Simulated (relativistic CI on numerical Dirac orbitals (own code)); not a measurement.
Calculated at this level of theory: Dirac-Coulomb-Breit CI, orbitals from a KLI potential per configuration, QED by a radiative potential, unscaled Slater integrals (own radial code, finite nucleus).

The strongest absorption lines from the ground level of an ion, among the configurations computed and to levels below about 345 eV (vacuum wavelength in nm, gf): 4.9064 (0.14), 4.9356 (0.019), 5.5413 (0.29), 5.6276 (0.78), 5.6851 (0.026), 6.7897 (0.22), 6.9180 (0.17), 13.426 (3.3).

**Question.** Which ion is it?
A. Ga¹³⁺
B. As¹⁵⁺
C. Cu¹³⁺
D. Cu¹¹⁺

**Answer.** D. Cu¹¹⁺ has 18 electrons and the ground level 3s2 3p6 1S_0; the strongest line goes to 3s2 3p5 3d 1P°_1. The pattern of lines fixes the number of electrons, and along that sequence the line energies rise steadily with the charge (about as its square where n changes within one kind of shell, about linearly where n is kept but much faster in heavy ions where fine structure, which grows about as Z⁴, sets the gap, and irregularly where shells cross), which fixes Z. Configurations outside the model, such as inner-shell arrays, can give stronger lines. At this charge energies of transitions that change n are usually good to better than 1 %, and those within a shell (Δn = 0) to a few per cent.

LS names give the leading component of a level, which can be under half, so a name can repeat, a term be missing and a line seem to break the LS rules.
